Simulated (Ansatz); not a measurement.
Job for Ansatz (a first-principles code): U-CCSD(T)/cc-pV(T+d)Z on CH5NSi (SMILES C[Si]N), a point of a bond scan (R = 1.312 Å). Files ending in .json are basis or fitting sets from the Basis Set Exchange.

Ansatz 0.2 input:
```yaml
crystal:
  periodic: [false, false, false]
  atoms:
    - {symbol: Si, position_ang: [-0.27695795, -0.02987367, 0.65336335]}
    - {symbol: C, position_ang: [0.58141634, 1.33956110, -0.37080899]}
    - {symbol: H, position_ang: [0.04350436, 2.51067484, -0.12654625]}
    - {symbol: H, position_ang: [0.57862855, 1.17210013, -1.45148118]}
    - {symbol: H, position_ang: [1.62575435, 1.40795972, -0.04206701]}
    - {symbol: N, position_ang: [-0.21931976, -1.29505645, -0.50310454]}
    - {symbol: H, position_ang: [0.15769451, -1.23076375, -1.43932500]}
    - {symbol: H, position_ang: [-0.57108211, -2.21852540, -0.30037125]}
basis:
  gaussian:
    orbitals: cc-pV_T+d_Z.json
correlation: {method: ccsd_t, electrons: outside_noble_gas}
scf: {omitted_lower_state_checks: [cluster_reference]}
magnetization: {spin_polarized: true, initial_magnetization: 0}
```

**Question.** What total energy does the run end on?

**Answer.** -384.7481 hartree (reference determinant -384.1880, T1 diagnostic 0.015).

**Question.** How many basis functions does it have, and what does it roughly cost on one machine?

**Answer.** 169 functions; around 4 core-minutes (rough).
